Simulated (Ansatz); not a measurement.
Gas-phase electronic energies from Ansatz, PBE0-D4/def2-TZVP geometries. CCSD(T)/CBS adds triple-zeta CCSD(T) − MP2 to the extrapolated MP2 energy (def2 sets, frozen cores). For Ge outer-core shells are correlated without core-valence functions, which leaves a few kJ/mol of doubt a bond. Scalar relativity is left out up to krypton. One conformer a species, not always the lowest.

`C[CH](Cl)[GeH3]` + `N=CBO` → `OB/C=[N]/[GeH3]` + `CCCl`  (ligand exchange at a Ge–C bond)

```json
{"species": "`C[CH](Cl)[GeH3]`", "CCSD(T)/CBS(def2) energy (Eh)": "-2616.20104"}
{"species": "`N=CBO`", "CCSD(T)/CBS(def2) energy (Eh)": "-195.15297"}
{"species": "`OB/C=[N]/[GeH3]`", "CCSD(T)/CBS(def2) energy (Eh)": "-2272.45943"}
{"species": "`CCCl`", "CCSD(T)/CBS(def2) energy (Eh)": "-538.89655"}
```

(1) Work out ΔE.

Largest T1 diagnostic among the species: 0.014.

## Answers

(1) ΔE = (-2272.45943) + (-538.89655) − (-2616.20104) − (-195.15297) = -0.00197 Eh = -1.2 kcal/mol.

In def2-TZVPP, CCSD(T) changes the Hartree–Fock value by +5.1 kcal/mol (the triples alone add +0.5 kcal/mol) and MP2 by +5.2 kcal/mol. The D4 term adds +1.3 kcal/mol with B3LYP and +0.7 kcal/mol with PBE0; it sums over pairs of atoms, weighted by their polarisabilities, and B3LYP, whose exchange is more repulsive, gets the larger term.

B3LYP here is the variant with VWN-RPA as its local correlation; programs differ in this.
